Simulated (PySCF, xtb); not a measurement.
GeO3, SMILES [O]=[Ge]1[O][O]1.

Harmonic wavenumbers (cm⁻¹) from GFN2-xTB in xtb at its own minimum, in rising order: 156, 158, 571, 635, 897, 961.

Question: What does PBE0-D3(BJ)/def2-SVP in PySCF give at its own minimum? (An estimate is asked for; the answer gives what the named calculation found.)

Answer: 199, 203, 597, 662, 861, 1048. Paired by order, the mean absolute difference is 44 cm⁻¹ and the zero-point energies are 4.8 and 5.1 kcal/mol.
